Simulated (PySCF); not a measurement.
# Si4H10S

Si4H10S is a small molecule, neutral, singlet. The structure, one conformer, was relaxed in the gas phase by PBE0-D3(BJ)/def2-SVP. No frequency run checks that it is a minimum.

SMILES: [SiH3][Si]([SiH3])([SiH3])S

```xyz
15

Si   -1.222   -0.340   -1.957
Si   -0.237   -0.233    0.165
Si   -0.332    1.948    1.018
Si    1.960   -1.048    0.110
S    -1.444   -1.532    1.420
H    -1.096   -1.719   -2.520
H    -2.667    0.029   -1.867
H    -0.522    0.625   -2.860
H    -1.751    2.416    1.058
H     0.474    2.886    0.175
H     0.221    1.956    2.408
H     2.830   -0.172   -0.735
H     1.973   -2.437   -0.441
H     2.508   -1.071    1.502
H    -0.707   -1.337    2.537
```
(Å; atoms numbered from 1)

Shieldings: GIAO PBE0/pcSseg-1. Shifts are against computed references at the same level: H TMS (σ 31.27 ppm), Si TMS (σ 352.0 ppm). Core levels by delta-SCF with SCAN, pcX-2 on the ionised atom and pcseg-1 elsewhere, spin-free X2C (2p3/2 is the spin-free 2p value less a third of a first-order spin-orbit splitting); from the vacuum level, for chosen atoms.

Task: Give the NMR and core-level values of the distinct atoms.

Result: 
```json
{"atoms": "Si1", "bonded to": "1 Si + 3 H", "σ (ppm)": "449.6", "δ (ppm)": "-97.6", "core level (eV)": "2p3/2 106.56"}
{"atoms": "Si2", "bonded to": "1 S + 3 Si", "σ (ppm)": "413.4", "δ (ppm)": "-61.4", "core level (eV)": "2p3/2 106.35"}
{"atoms": "Si3 Si4", "bonded to": "1 Si + 3 H", "σ (ppm)": "446.1", "δ (ppm)": "-94.1", "core level (eV)": "2p3/2 106.42"}
{"atoms": "S5", "bonded to": "1 Si + 1 H", "σ (ppm)": "761.9", "δ (ppm)": "-", "core level (eV)": "2p3/2 169.05"}
{"atoms": "H6 H7 H8", "bonded to": "1 Si", "σ (ppm)": "27.45", "δ (ppm)": "3.82", "core level (eV)": "-"}
{"atoms": "H9 H10 H11", "bonded to": "1 Si", "σ (ppm)": "27.55", "δ (ppm)": "3.72", "core level (eV)": "-"}
{"atoms": "H12 H13 H14", "bonded to": "1 Si", "σ (ppm)": "27.55", "δ (ppm)": "3.72", "core level (eV)": "-"}
{"atoms": "H15", "bonded to": "1 S", "σ (ppm)": "31.18", "δ (ppm)": "0.08", "core level (eV)": "-"}
```

Values are those of this one static structure, with the three H of a rotating XH3 group averaged; atoms that internal rotation interchanges would show their mean in an NMR spectrum.

Task: By CAM-B3LYP/def2-SVPD (TDDFT singlets, Tamm-Dancoff triplets, ionisation by delta-SCF), where does absorption start, and what does vertical ionisation take?

Result: The lowest singlet lies at 5.20 eV (f 0.006), the strongest of the first 6 at 6.63 eV (f 0.143), the lowest triplet at 4.79 eV; vertical ionisation takes 8.93 eV.
